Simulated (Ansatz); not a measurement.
Geometry optimisation of the cluster VO3.

```yaml
crystal:
  periodic: [false, false, false]
  atoms:
    - {symbol: V, position_ang: [-0.363870, -0.362050, 0.244150]}
    - {symbol: O, position_ang: [1.247780, -0.426340, -0.192360]}
    - {symbol: O, position_ang: [-1.796070, 0.035490, -0.173360]}
    - {symbol: O, position_ang: [0.912160, 0.752900, 0.121580]}
basis:
  gaussian: {orbitals: def2-TZVP}
magnetization: {spin_polarized: true, initial_magnetization: 1}
hamiltonian: {xc: pbe0, dispersion: d4}
scf: {lower_state_search: "off"}
output: {orbitals: {seedname: orbitals}}
relax: {f_tol: 0.02, max_steps: 100}
```

```sh
$ ansatz run in.yaml --threads 4 --pin off --events-out ev --progress --plain --max-ram 3916MiB
```

It prints (some lines left out):

```
Functional definition: PBE0
mean field -31816.56117288 eV, -1169.2370570636 hartree, gradient 8.6e-6 eV, S^2 0.774054; 0 other end points of the search recorded, 0 dependent functions left out
relax step   1: F+E_penalty+E_count = -31816.62415964 eV  Δ(F+E_penalty+E_count) = +0.000e0 eV  max|allowed force component| = 7.043e0 eV/Å  Δτ_max = 0.0000 Å  (31 SCF iters, accepted)
mean field -31817.57682966 eV, -1169.2743817619 hartree, gradient 2.2e-6 eV, S^2 0.777222; 0 other end points of the search recorded, 0 dependent functions left out
relax step   2: F+E_penalty+E_count = -31817.63870775 eV  Δ(F+E_penalty+E_count) = -1.015e0 eV  max|allowed force component| = 2.648e0 eV/Å  Δτ_max = 0.0876 Å  (39 SCF iters, accepted)
mean field -31817.79504762 eV, -1169.2824011239 hartree, gradient 2.0e-6 eV, S^2 0.782209; 0 other end points of the search recorded, 0 dependent functions left out
relax step   3: F+E_penalty+E_count = -31817.85615556 eV  Δ(F+E_penalty+E_count) = -2.174e-1 eV  max|allowed force component| = 1.891e0 eV/Å  Δτ_max = 0.1648 Å  (47 SCF iters, accepted)
mean field -31817.87177294 eV, -1169.2852207276 hartree, gradient 2.4e-6 eV, S^2 0.775525; 0 other end points of the search recorded, 0 dependent functions left out
relax step   4: F+E_penalty+E_count = -31817.93337143 eV  Δ(F+E_penalty+E_count) = -7.722e-2 eV  max|allowed force component| = 6.813e-1 eV/Å  Δτ_max = 0.0480 Å  (42 SCF iters, accepted)
mean field -31817.88348621 eV, -1169.2856511822 hartree, gradient 1.6e-6 eV, S^2 0.773546; 0 other end points of the search recorded, 0 dependent functions left out
relax step   5: F+E_penalty+E_count = -31817.94531153 eV  Δ(F+E_penalty+E_count) = -1.194e-2 eV  max|allowed force component| = 1.045e-1 eV/Å  Δτ_max = 0.0315 Å  (36 SCF iters, accepted)
mean field -31817.88451323 eV, -1169.2856889244 hartree, gradient 2.5e-6 eV, S^2 0.773135; 0 other end points of the search recorded, 0 dependent functions left out
relax step   6: F+E_penalty+E_count = -31817.94639320 eV  Δ(F+E_penalty+E_count) = -1.082e-3 eV  max|allowed force component| = 7.580e-2 eV/Å  Δτ_max = 0.0067 Å  (36 SCF iters, accepted)
mean field -31817.88071595 eV, -1169.2855493768 hartree, gradient 1.6e-6 eV, S^2 0.772388; 0 other end points of the search recorded, 0 dependent functions left out
relax step   7: F+E_penalty+E_count = -31817.94265266 eV  Δ(F+E_penalty+E_count) = +3.741e-3 eV  max|allowed force component| = 5.025e-1 eV/Å  Δτ_max = 0.0161 Å  (35 SCF iters, rejected (line search))
mean field -31817.88518599 eV, -1169.2857136480 hartree, gradient 2.6e-6 eV, S^2 0.772714; 0 other end points of the search recorded, 0 dependent functions left out
relax step   8: F+E_penalty+E_count = -31817.94712391 eV  Δ(F+E_penalty+E_count) = -7.307e-4 eV  max|allowed force component| = 2.409e-2 eV/Å  Δτ_max = 0.0079 Å  (35 SCF iters, accepted)
mean field -31817.88526418 eV, -1169.2857165214 hartree, gradient 1.9e-6 eV, S^2 0.772292; 0 other end points of the search recorded, 0 dependent functions left out
relax step   9: F+E_penalty+E_count = -31817.94725338 eV  Δ(F+E_penalty+E_count) = -1.295e-4 eV  max|allowed force component| = 3.704e-3 eV/Å  Δτ_max = 0.0054 Å  (36 SCF iters, accepted)
Total energy: -31817.94728512 eV, -1169.2879957489 hartree
Atom 0 at    -0.408363    -0.232909     0.427982 Å, force    -0.002701    -0.002935     0.000644 eV/Å
Atom 1 at     1.179862    -0.491861    -0.353133 Å, force     0.002671    -0.001815    -0.000456 eV/Å
Atom 2 at    -1.803418    -0.081065    -0.287384 Å, force    -0.001865     0.001046     0.000058 eV/Å
Atom 3 at     1.031919     0.805835     0.212545 Å, force     0.001895     0.003704    -0.000246 eV/Å
Dipole moment:    -0.217599    -0.386895     0.831785 e Å
Checks for a lower state left out: stability, starts, cluster_reference, orbital_swaps, neighbouring_geometries, increment
```

Hardware: 4 threads of Arm Neoverse V2 on a shared host. Wall time 19 s.

The structure holds one bond between oxygen atoms, so isomers without such links may lie far lower. The relaxation made no stability test and no search for a lower SCF solution. The structure comes from a short search, and lower isomers may exist.
